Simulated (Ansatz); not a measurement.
Basis-set extrapolation for CH$_{8}$B$_{2}$Si (PBE0-D4/def2-TZVP geometry, frozen core, the Gaussian-basis code of Ansatz). Multiplicity 1, RHF reference.

```csv
,def2-TZVPP,def2-QZVPP
HF,-380.799341,-380.812718
MP2 correlation,-0.526068,-0.559036
CCSD(T) correlation,-0.608393,not run
```

Energies in hartree. Use E(X) = E(∞) + A·exp(−7.88·√X) for Hartree–Fock and E(X) = E(∞) + B·X^(−2.97) for correlation, with X = 3 and 4, and add CCSD(T) minus MP2 of the smaller set to the MP2 limit.

Question: What is the CCSD(T) energy at the basis-set limit?

Answer: HF limit: -380.812718 + (-0.013377) × 0.13774 = -380.81456. MP2 limit: -0.559036 + (-0.032968) × 0.74074 = -0.58346. Higher-order term: -0.608393 − (-0.526068) = -0.08232. Total: -381.48034 hartree, 1.98 eV below CCSD(T)/def2-TZVPP.
